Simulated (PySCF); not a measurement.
PySCF input for C2H2BF3, SMILES C(/F)=C/B(F)F, TDA-ωB97X/def2-SVPD. Geometry optimised at PBE-D3(BJ)/def2-SVP. The structure was generated by enumeration; whether it is a known compound was not checked. The values are those of a single conformer.

```python
import numpy as np
from pyscf import gto, scf, dft, tdscf

mol = gto.M(
    atom='''
    F     0.62048286   -1.98853951    0.00000000
    C    -0.64387834   -1.56483436    0.00000000
    C    -0.99115273   -0.26220343    0.00000000
    B    -0.00430494    0.93021744    0.00000000
    F     1.31972370    0.78161146    0.00000000
    F    -0.46670557    2.18378096    0.00000000
    H    -1.35434318   -2.41177964    0.00000000
    H    -2.07545467   -0.06875704    0.00000000
    ''',
    basis='def2-SVPD',
    charge=0,
    spin=0,
    symmetry=True,
    max_memory=1600,
    verbose=4,
)
mf = dft.RKS(mol, xc='wb97x').density_fit(auxbasis='def2-universal-jkfit')
mf.grids.level = 3
mf.conv_tol = 1e-9
mf.max_cycle = 100
mf.kernel()
mf.grids = dft.Grids(mol).set(level=1).build(with_non0tab=True)  # coarser grid for the response kernel
td = tdscf.TDA(mf)
td.singlet = True
td.nstates = 10
td.conv_tol = 1e-4
td.positive_eig_threshold = 1e-6
td.kernel(x0=td.get_init_guess(mf, 15))
td.analyze()
tt = tdscf.TDA(mf)
tt.singlet = False
tt.nstates = 4
tt.conv_tol = 1e-4
tt.positive_eig_threshold = 1e-6
tt.kernel(x0=tt.get_init_guess(mf, 9))
tt.analyze(verbose=3)
```

Log of the run:

```
PySCF version 2.14.0

[INPUT] verbose = 4
[INPUT] num. atoms = 8
[INPUT] num. electrons = 46
[INPUT] charge = 0
[INPUT] spin (= nelec alpha-beta = 2S) = 0
[INPUT] symmetry True subgroup None
[INPUT] Mole.unit = angstrom
[INPUT] Symbol           X                Y                Z      unit          X                Y                Z       unit  Magmom
[INPUT]  1 F      0.620482860000  -1.988539510000   0.000000000000 AA    1.172542670387  -3.757795061777   0.000000000000 Bohr   0.0
[INPUT]  2 C     -0.643878340000  -1.564834360000   0.000000000000 AA   -1.216753720140  -2.957108370709   0.000000000000 Bohr   0.0
[INPUT]  3 C     -0.991152730000  -0.262203430000   0.000000000000 AA   -1.873007207315  -0.495492671622   0.000000000000 Bohr   0.0
[INPUT]  4 B     -0.004304940000   0.930217440000   0.000000000000 AA   -0.008135157583   1.757856197894   0.000000000000 Bohr   0.0
[INPUT]  5 F      1.319723700000   0.781611460000   0.000000000000 AA    2.493916353098   1.477031595221   0.000000000000 Bohr   0.0
[INPUT]  6 F     -0.466705570000   2.183780960000   0.000000000000 AA   -0.881945708109   4.126747930440   0.000000000000 Bohr   0.0
[INPUT]  7 H     -1.354343180000  -2.411779640000   0.000000000000 AA   -2.559337688873  -4.557602992402   0.000000000000 Bohr   0.0
[INPUT]  8 H     -2.075454670000  -0.068757040000   0.000000000000 AA   -3.922040910250  -0.129931974736   0.000000000000 Bohr   0.0

nuclear repulsion = 211.102604247339
point group symmetry = Cs
symmetry origin: [-2.46486033e-09 -1.23243010e-09  0.00000000e+00]
symmetry axis x: [ 1.00000000e+00 -1.08240965e-09  0.00000000e+00]
symmetry axis y: [1.08240965e-09 1.00000000e+00 0.00000000e+00]
symmetry axis z: [0. 0. 1.]
num. orbitals of irrep A' = 102
num. orbitals of irrep A" = 43
number of shells = 59
number of NR pGTOs = 209
number of NR cGTOs = 145
basis = def2-SVPD
ecp = {}


[settings echo left out]
init E= -402.167897867524
HOMO (A") = -0.300291775737777  LUMO (A") = -0.043233062548885  gap/eV = 6.99492
cycle= 1 E= -401.403784406838  delta_E= 0.764  |g|= 0.768  |ddm|= 3.67
HOMO (A") = -0.418842398401248  LUMO (A") = -0.0250263295243792  gap/eV = 10.71628
cycle= 2 E= -401.422641766903  delta_E= -0.0189  |g|= 0.801  |ddm|= 1.37
HOMO (A") = -0.405630587796937  LUMO (A") = 0.00973844855139938  gap/eV = 11.30277
cycle= 3 E= -401.522538519691  delta_E= -0.0999  |g|= 0.0589  |ddm|= 0.639
HOMO (A") = -0.401107424899311  LUMO (A") = 0.0192272857992899  gap/eV = 11.43789
cycle= 4 E= -401.523212527791  delta_E= -0.000674  |g|= 0.0263  |ddm|= 0.111
HOMO (A") = -0.399888139892538  LUMO (A") = 0.0199166951442141  gap/eV = 11.42347
cycle= 5 E= -401.523370701413  delta_E= -0.000158  |g|= 0.0119  |ddm|= 0.0476
HOMO (A") = -0.400034911048014  LUMO (A") = 0.0196624504482132  gap/eV = 11.42055
cycle= 6 E= -401.523401238606  delta_E= -3.05e-05  |g|= 0.0015  |ddm|= 0.0165
HOMO (A") = -0.400110100295635  LUMO (A") = 0.0196579853490481  gap/eV = 11.42247
cycle= 7 E= -401.523402696739  delta_E= -1.46e-06  |g|= 0.000777  |ddm|= 0.00566
HOMO (A") = -0.400065569944508  LUMO (A") = 0.0196631789733379  gap/eV = 11.42140
cycle= 8 E= -401.523402927173  delta_E= -2.3e-07  |g|= 0.000362  |ddm|= 0.00191
HOMO (A") = -0.400069370489827  LUMO (A") = 0.0196687208059492  gap/eV = 11.42166
cycle= 9 E= -401.523402975683  delta_E= -4.85e-08  |g|= 8.31e-05  |ddm|= 0.00086
HOMO (A") = -0.400074752744027  LUMO (A") = 0.0196709390105866  gap/eV = 11.42186
cycle= 10 E= -401.523402980181  delta_E= -4.5e-09  |g|= 2.32e-05  |ddm|= 0.000327
HOMO (A") = -0.400070155864449  LUMO (A") = 0.0196746879772527  gap/eV = 11.42184
cycle= 11 E= -401.523402980405  delta_E= -2.24e-10  |g|= 1.35e-05  |ddm|= 7.67e-05
HOMO (A") = -0.400072594918226  LUMO (A") = 0.0196729427550895  gap/eV = 11.42186
Extra cycle  E= -401.523402980409  delta_E= -4.43e-12  |g|= 1.42e-05  |ddm|= 2.27e-05
converged SCF energy = -401.523402980409
tot grids = 36384
Overwritten attributes  positive_eig_threshold  of <class 'pyscf.tdscf.rks.TDA'>


******** <class 'pyscf.tdscf.rks.TDA'> for <class 'pyscf.df.df_jk.DFSymAdaptedRKS'> ********
nstates = 10 singlet
deg_eia_thresh = 1.000e-03
wfnsym = None
conv_tol = 0.0001
eigh lindep = 1e-12
eigh level_shift = 0
eigh max_cycle = 100


Excitation energies (eV)
[ 6.97064905  7.45195237  8.11054878  8.34687908  9.13485269  9.3631085
  9.51092642 10.08560962 10.23324837 10.34241574]

** Singlet excitation energies and oscillator strengths **
Excited State   1:   A'      6.97065 eV    177.87 nm  f=0.4746
      23 -> 24        0.68212
Excited State   2:   A"      7.45195 eV    166.38 nm  f=0.0003
      22 -> 24        0.69384
Excited State   3:   A"      8.11055 eV    152.87 nm  f=0.0618
      23 -> 25       -0.60809
      23 -> 26       -0.29895
Excited State   4:   A"      8.34688 eV    148.54 nm  f=0.0008
      21 -> 24       -0.68560
Excited State   5:   A"      9.13485 eV    135.73 nm  f=0.0162
      23 -> 25        0.27731
      23 -> 26       -0.57366
      23 -> 29        0.19306
      23 -> 31       -0.15291
Excited State   6:   A"      9.36311 eV    132.42 nm  f=0.0012
      20 -> 24       -0.66601
      20 -> 30        0.17245
Excited State   7:   A"      9.51093 eV    130.36 nm  f=0.0043
      23 -> 27        0.48250
      23 -> 28        0.39229
      23 -> 29       -0.18426
      23 -> 33        0.15959
      23 -> 36        0.12495
Excited State   8:   A"     10.08561 eV    122.93 nm  f=0.0021
      18 -> 24       -0.24992
      22 -> 30       -0.10233
      23 -> 26        0.16764
      23 -> 27       -0.35596
      23 -> 28        0.39394
      23 -> 31       -0.24476
      23 -> 33        0.14126
Excited State   9:   A"     10.23325 eV    121.16 nm  f=0.0054
      18 -> 24       -0.56752
      22 -> 30       -0.22580
      23 -> 27        0.24379
      23 -> 28       -0.14536
      23 -> 29        0.11626
Excited State  10:   A'     10.34242 eV    119.88 nm  f=0.1290
      23 -> 30        0.64859
      23 -> 32       -0.16684

** Transition electric dipole moments (AU) **
state          X           Y           Z        Dip. S.      Osc.
  1        -0.0037     -1.6671     -0.0000      2.7792      0.4746
  2        -0.0000      0.0000     -0.0420      0.0018      0.0003
  3        -0.0000      0.0000     -0.5578      0.3111      0.0618
  4        -0.0000      0.0000      0.0634      0.0040      0.0008
  5        -0.0000      0.0000      0.2688      0.0722      0.0162
  6         0.0000      0.0000     -0.0718      0.0052      0.0012
  7        -0.0000      0.0000      0.1359      0.0185      0.0043
  8         0.0000      0.0000      0.0912      0.0083      0.0021
  9         0.0000      0.0000     -0.1463      0.0214      0.0054
 10         0.6345     -0.3264      0.0000      0.5091      0.1290

** Transition velocity dipole moments (imaginary part, AU) **
state          X           Y           Z        Dip. S.      Osc.
  1        -0.0355     -0.1737     -0.0000      0.0314      0.0818
  2        -0.0000      0.0000      0.0424      0.0018      0.0044
  3        -0.0000      0.0000     -0.1402      0.0197      0.0440
  4         0.0000      0.0000     -0.0022      0.0000      0.0000
  5         0.0000      0.0000      0.0506      0.0026      0.0051
  6         0.0000     -0.0000     -0.0026      0.0000      0.0000
  7        -0.0000      0.0000      0.0951      0.0090      0.0172
  8         0.0000     -0.0000      0.0563      0.0032      0.0057
  9         0.0000     -0.0000     -0.0003      0.0000      0.0000
 10         0.1348     -0.0397      0.0000      0.0197      0.0346

** Transition magnetic dipole moments (imaginary part, AU) **
state          X           Y           Z
  1         0.0000     -0.0000     -0.5672
  2         0.5596     -0.3017      0.0000
  3        -0.0648      0.7786      0.0000
  4         0.8701      0.1233     -0.0000
  5         0.1742     -0.1178      0.0000
  6         0.0064      0.3797      0.0000
  7         0.4686      0.3100      0.0000
  8        -0.1179      0.3643     -0.0000
  9        -0.6401      0.9750     -0.0000
 10         0.0000     -0.0000     -0.3922


******** <class 'pyscf.tdscf.rks.TDA'> for <class 'pyscf.df.df_jk.DFSymAdaptedRKS'> ********
nstates = 4 triplet
deg_eia_thresh = 1.000e-03
wfnsym = None
conv_tol = 0.0001
eigh lindep = 1e-12
eigh level_shift = 0
eigh max_cycle = 100


Excitation energies (eV)
[3.90057384 6.84010662 8.04714803 8.06699528]

** Triplet excitation energies and oscillator strengths **
Excited State   1:   A'      3.90057 eV    317.86 nm  f=0.0000
Excited State   2:   A"      6.84011 eV    181.26 nm  f=0.0000
Excited State   3:   A"      8.04715 eV    154.07 nm  f=0.0000
Excited State   4:   A"      8.06700 eV    153.69 nm  f=0.0000
```

Self-consistency was reached.

Cost: very roughly 2.4 core-minutes.
